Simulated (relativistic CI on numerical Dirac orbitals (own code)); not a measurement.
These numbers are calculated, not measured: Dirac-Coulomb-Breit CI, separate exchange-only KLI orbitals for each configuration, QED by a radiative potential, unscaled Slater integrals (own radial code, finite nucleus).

The strongest absorption lines from the ground level of an ion, among the configurations computed and to levels below about 411 eV (vacuum wavelength in nm, gf): 3.0386 (0.47), 3.0450 (0.35), 3.0629 (0.52), 3.0675 (0.4), 4.1643 (0.61), 4.1833 (0.32), 4.2362 (0.36), 7.1542 (1.3).

(1) Which ion is it?
A. Tc16+
B. Rh18+
C. Tc14+
D. Tc18+

## Answers

(1) A. Tc16+ has 27 electrons and the ground level 3s2 3p6 3d9 2D_5/2; the strongest line goes to 3s2 3p5 3d10 2P°_3/2. The pattern of lines fixes the number of electrons, and along that sequence the line energies rise steadily with the charge (about as its square where n changes within one kind of shell, about linearly where n is kept but much faster in heavy ions where fine structure, which grows about as Z⁴, sets the gap, and irregularly where shells cross), which fixes Z. Configurations outside the model, such as inner-shell arrays, can give stronger lines. At this charge energies of transitions that change n are usually good to better than 1 %, and those within a shell (Δn = 0) to a few per cent.

LS names give the leading component of a level, which can be under half, so a name can repeat, a term be missing and a line seem to break the LS rules.
